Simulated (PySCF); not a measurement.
## Computed vibrations of [TaO2(OH)2]−

[TaO2(OH)2]− (singlet). PySCF 2.14.0, RKS PBE0, Ta def2-SVP with ECP60, O def2-SVP, H def2-SVP; non-relativistic Hamiltonian with scalar-relativistic core potentials where named; density fitting; no spin-orbit coupling. Central differences of gradients.

```xyz
7

Ta    0.0164    0.0169   -0.0016
O     1.3030    0.0991   -1.2228
O     0.1468    1.3862    1.1209
O    -1.7640    0.1130   -0.8780
H    -2.3847    0.7653   -0.5446
O     0.2224   -1.6925    0.9895
H     0.9014   -2.2961    0.6782
```

Run from Python with OMP_NUM_THREADS=2. Where DIIS fails, smearing, a level shift and second-order steps follow.
It took 2.1 min on 2 threads of Arm Neoverse V1, with other jobs on the host.

(1) What are the harmonic wavenumbers and infrared intensities?

(2) Is this a minimum?

Answers

(1) Negative numbers are unstable modes, those under 60 cm⁻¹ near the noise; a finer grid moves soft modes by up to 10 cm⁻¹.
```json
{"cm⁻¹": "149", "km/mol": "16.5", "symmetry": ""}
{"cm⁻¹": "187", "km/mol": "27.5", "symmetry": ""}
{"cm⁻¹": "201", "km/mol": "16.5", "symmetry": ""}
{"cm⁻¹": "204", "km/mol": "32.0", "symmetry": ""}
{"cm⁻¹": "221", "km/mol": "3.8", "symmetry": ""}
{"cm⁻¹": "271", "km/mol": "112.2", "symmetry": ""}
{"cm⁻¹": "317", "km/mol": "55.1", "symmetry": ""}
{"cm⁻¹": "572", "km/mol": "235.8", "symmetry": ""}
{"cm⁻¹": "585", "km/mol": "115.2", "symmetry": ""}
{"cm⁻¹": "622", "km/mol": "90.1", "symmetry": ""}
{"cm⁻¹": "632", "km/mol": "39.4", "symmetry": ""}
{"cm⁻¹": "887", "km/mol": "317.0", "symmetry": ""}
{"cm⁻¹": "939", "km/mol": "90.8", "symmetry": ""}
{"cm⁻¹": "3947", "km/mol": "91.8", "symmetry": ""}
{"cm⁻¹": "3949", "km/mol": "33.9", "symmetry": ""}
```

(2) Yes. Ideal gas at 298.15 K and 1 bar: S = 356.6 J/(mol K), Cp = 107.2 J/(mol K), H − H(0 K) = 21.6 kJ/mol (rigid rotor, harmonic modes, spin degeneracy alone).
